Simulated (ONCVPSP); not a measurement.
# u(r) = r·R(r): atom against pseudo-atom (helium)

Columns: radius, all-electron u(r) and pseudo u(r) of the 1s shell (level -15.76 eV) of helium in the configuration 1s2; PBE, scalar-relativistic, ONCV scheme, ONCVPSP 4.0.1.

| r (bohr) | all-electron | pseudo |
| --- | --- | --- |
| 0.025 | 0.1142 | 0.0907 |
| 0.050 | 0.2176 | 0.1802 |
| 0.075 | 0.3102 | 0.2669 |
| 0.100 | 0.3936 | 0.3500 |
| 0.125 | 0.4681 | 0.4286 |
| 0.150 | 0.5346 | 0.5022 |
| 0.175 | 0.5938 | 0.5705 |
| 0.200 | 0.6462 | 0.6330 |
| 0.225 | 0.6924 | 0.6895 |
| 0.250 | 0.7331 | 0.7397 |
| 0.275 | 0.7685 | 0.7826 |
| 0.300 | 0.7992 | 0.8184 |
| 0.325 | 0.8257 | 0.8468 |
| 0.350 | 0.8483 | 0.8684 |
| 0.375 | 0.8672 | 0.8836 |
| 0.400 | 0.8828 | 0.8943 |
| 0.425 | 0.8956 | 0.9019 |
| 0.450 | 0.9057 | 0.9081 |
| 0.475 | 0.9133 | 0.9137 |
| 0.500 | 0.9186 | 0.9187 |
| 0.525 | 0.9220 | 0.9220 |
| 0.550 | 0.9235 | 0.9235 |
| 0.575 | 0.9234 | 0.9234 |
| 0.600 | 0.9218 | 0.9218 |
| 0.625 | 0.9187 | 0.9188 |
| 0.650 | 0.9145 | 0.9145 |

**Question.** How many radial nodes do the two functions have?

**Answer.** The all-electron 1s function has n − l − 1 = 0; the pseudo-wave has 0.

**Question.** At about which radius was the pseudo-wave matched?

**Answer.** 0.50 bohr, where the columns begin to agree (steps of 0.03 bohr).

**Question.** Is the pseudo-wave norm-conserving?

**Answer.** Yes: the ONCV scheme keeps the norm inside the radius equal to the all-electron one, which fixes the energy derivative of the logarithmic derivative at the level.
